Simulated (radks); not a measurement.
Excited configurations of Cl I: one electron is placed in a higher orbital outside [Ne] 3s2 3p4. The ground configuration is [Ne] 3s2 3p5. Method: scalar-relativistic Kohn-Sham, PBEsol, spin-polarised, spherical densities, point nucleus; open shells are filled with parallel spins first; computed with a radial shooting solver on a logarithmic mesh with Libxc functionals. Excitation = E - E(ground); binding = E(ion) - E, where the ion is the core of charge +1; n* = 1/sqrt(2 binding) in atomic units, and the quantum defect is n - n*.

outer orbital  excitation (eV)  binding (eV)     n*  quantum defect  <r> (bohr)
3d                      10.930         2.093  2.550           0.450       7.047
4s                       8.936         4.087  1.825           2.175       5.296
4d                      11.630         1.393  3.125           0.875       12.85
5p                      11.591         1.432  3.082           1.918       14.66
6s                      11.937         1.086  3.539           2.461       20.60
6p                      12.133         0.890  3.911           2.089       24.58
6d                      12.419         0.604  4.745           1.255       35.28
6f                      12.549         0.474  5.359           0.641       43.27
7p                      12.416         0.607  4.735           2.265       37.15

The Delta-SCF ionisation energy is 13.023 eV (NIST Atomic Spectra Database: 12.968 eV, measured). Self-interaction in the functional shifts the binding energies and quantum defects, so they are the method's values and not measured ones. Open shells are spherical and high-spin; term and fine-structure splittings are not resolved.
